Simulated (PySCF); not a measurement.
TDDFT excited states: C5H8F2

Species: C₅H₈F₂.
InChI=1S/C5H8F2/c1-4(2)3-5(6)7/h3-4H,1-2H3

Method used: TDDFT PBE0/def2-SVPD, vertical, gas phase, core orbitals frozen in the response (PySCF). Geometry: GFN2-xTB, one conformer, isolated molecule. Torsions of this conformer, `[CH3:1][CH:2]([CH3:3])[CH:4]=[C:5]([F:6])[F:7]`: C1–C2–C4–C5 119°.

```csv
state,E (eV),λ (nm),ν̃ (cm⁻¹),f,"main configurations (H = HOMO, L = LUMO)"
S1,6.76,183.3,54560,0.025,H→L (94%)
S2,7.53,164.7,60700,0.0001,"H→L+2 (81%), H→L+3 (11%)"
S3,7.62,162.7,61470,0.343,"H→L+1 (86%), H→L+4 (10%)"
S4,7.69,161.3,61990,0.0002,"H→L+3 (86%), H→L+2 (10%)"
S5,8.18,151.5,65990,0.014,H→L+5 (86%)
S6,8.29,149.5,66890,0.103,"H→L+4 (86%), H→L+1 (9%)"
S7,8.93,138.9,71990,0.0019,H-1→L+1 (92%)
S8,8.97,138.2,72380,0.011,H→L+6 (90%)
```

Triplets (Tamm–Dancoff): T1 4.69 eV, H→L+1 (91%); T2 6.54 eV, H→L (87%); T3 7.36 eV, H→L+2 (65%), H→L+5 (15%), H→L+3 (12%).

The lowest singlet lies at 6.76 eV (183 nm, vacuum ultraviolet) and is weak; its leading configuration is HOMO→LUMO (94%). The strongest level in the table is S3 at 7.62 eV (163 nm, f = 0.343). Löwdin shares by element: HOMO carbon 62% or more, fluorine 20% (atoms not listed hold the other 18%); LUMO carbon 52% or more (atoms not listed hold the other 48%). Of the 8 states listed, 5 reach f = 0.01 and 2 stay under 0.0005. The listed states span 2.21 eV, and the widest gap between neighbours is 0.76 eV (S1 to S2). Orbital energies (eV): HOMO-3 -10.03, HOMO-2 -9.95, HOMO-1 -9.70, HOMO -7.39, LUMO 0.57, LUMO+1 0.63, LUMO+2 1.28. Only the lowest 8 singlets were computed, as vertical energies without vibronic structure.
